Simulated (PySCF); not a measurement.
Simulated 1H ENDOR lines of a doublet radical (isotropic, first order, 1213.9 mT).

Class means under 0.5 MHz are left out. Line positions in MHz: 22.46, 25.84, 50.60, 52.77, 77.52, 80.91.

Problem. What is the proton Larmor frequency at this field?

Solution. νH = 5.58569 × 7.62259 MHz/T × 1.2139 T = 51.68 MHz.

Problem. Which couplings do the lines give?

Solution. For S = 1/2 in fast tumbling each set of equivalent nuclei gives two lines, ν± = |νn ± a/2| to first order, with νn = g_N μN B/h and μN/h = 7.62259 MHz/T. A pair with |a| < 2νn is centred on νn and split by |a|; one with |a| > 2νn is centred on |a|/2 and split by 2νn.

| lower line | upper line | centred on | \|a\| (MHz) |
| --- | --- | --- | --- |
| 22.46 | 80.91 | νn | 58.45 |
| 25.84 | 77.52 | νn | 51.68 |
| 50.60 | 52.77 | νn | 2.17 |

Compound: C₄H₃F₂O₂ (doublet state).
Cartesian coordinates in Å at the GFN2-xTB level; atoms count from 1:
```xyz
11
C4H3F2O2 angstrom
O     -2.0135    1.2885    0.2198
C     -0.9890    0.6522    0.0886
C      0.3565    1.0913   -0.0030
C      1.2467   -0.0913   -0.0261
F      2.1349   -0.0979    1.0205
O      0.4422   -1.2257    0.0738
C     -0.8974   -0.8926   -0.0136
F     -1.3615   -1.2377   -1.2644
H      0.7057    2.1002    0.1059
H      1.8797   -0.1289   -0.9356
H     -1.4990   -1.4554    0.7083
```

Identity: `O=C1[CH][C@@H](F)O[C@@H]1F` [radical].

Problem. This is the radical. Which protons give which coupling, and how does each split the EPR lines?

Solution. 58.4 MHz (computed sign +): H10, β, 2 bonds from C3, a 1:1 doublet of 2.082 mT; 51.7 MHz (computed sign −): H9, α, 1 bond from C3, a 1:1 doublet of 1.841 mT; 2.2 MHz (computed sign −): H11, γ, 3 bonds from C3, a 1:1 doublet of 0.077 mT. To first order the positions of ENDOR lines don't depend on how many nuclei share a coupling.

Level of theory: PySCF, UKS B3LYP, pcH-1 on C F H O, non-relativistic, mean-field spin-orbit, GIAO. Isolated species at its GFN2-xTB geometry, gas phase. A GFN2-xTB geometry isn't a minimum of the functional, and hyperfine couplings can be far from their values at a DFT geometry. Stability of the SCF solution: not tested.

Largest spin populations (Mulliken): C3 (+0.82), O1 (+0.33) and C2 (-0.14). The angles at C3 add up to 359.1°, so it is planar; its axial dipolar tensor and the negative coupling of its proton fit spin in a p orbital normal to that plane.
